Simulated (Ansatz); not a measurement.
Cl2Sb, SMILES `[Cl][Sb][Cl]` radical. The species carries charge 0 and has multiplicity 2. Sb: def2 effective core potential.

| atom | x (Å) | y (Å) | z (Å) |
| --- | --- | --- | --- |
| Cl1 | -0.2690 | -1.5222 | -1.0029 |
| Sb2 | 0.8490 | 0.4264 | -0.3602 |
| Cl3 | -0.5801 | 1.0958 | 1.3631 |

(1) What are the harmonic wavenumbers in cm⁻¹ at PBE0-D4/def2-TZVP (Ansatz, finite differences of forces, unscaled)? (Best estimate.)

(2) Is this a minimum?

(3) Give the ideal-gas thermochemistry at 298.15 K and 1 bar (rigid rotor, harmonic oscillator; point group C2v, symmetry number 2).

(4) And at 400, 500, 600, 800 and 1000 K?

Results:

(1) The calculation gave: 126, 362, 379.

(2) Yes, all 3 modes are real.

(3) Zero-point energy 5.2 kJ/mol; H(298) − E = 18.7 kJ/mol; entropy 310.4 J/(mol·K), of which translation 174.5, rotation 108.6, vibration 21.6, electronic 5.8; G(298) − E = -73.9 kJ/mol.

(4) 
| T (K) | H − E (kJ/mol) | S (J/mol/K) | G − E (kJ/mol) |
| --- | --- | --- | --- |
| 400 | 24.3 | 326.6 | -106.3 |
| 500 | 29.9 | 339.1 | -139.6 |
| 600 | 35.6 | 349.5 | -174.1 |
| 800 | 47.1 | 366.0 | -245.7 |
| 1000 | 58.6 | 378.9 | -320.3 |
